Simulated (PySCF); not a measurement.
In(AsH2)(F)2 (AsF2H2In), SMILES [In]([F])([F])[AsH2]. Coordinates come from a PBE-D3(BJ)/def2-SVP optimisation. The structure was generated by enumeration; whether it is a known compound was not checked. The def2 effective core potentials stand for the cores of In; spin–orbit coupling is left out.

Task: Give the equilibrium geometry at PBE-D3(BJ)/def2-SVP (PySCF confirms it by a frequency run) as bond lengths and angles, and its point group. (Estimate from the structure and the level; the computed values follow.)

Result: point group Cs.
Atoms: In1 As2 H3 H4 F5 F6. Bond lengths (Å): In1–As2 2.595, In1–F5 1.979, In1–F6 1.979, As2–H3 1.543, As2–H4 1.543. Angles (°): As2–In1–F5 125.2, As2–In1–F6 125.2, F5–In1–F6 109.5, In1–As2–H3 88.1, In1–As2–H4 88.1, H3–As2–H4 91.3.
Charge 0, spin multiplicity 1.
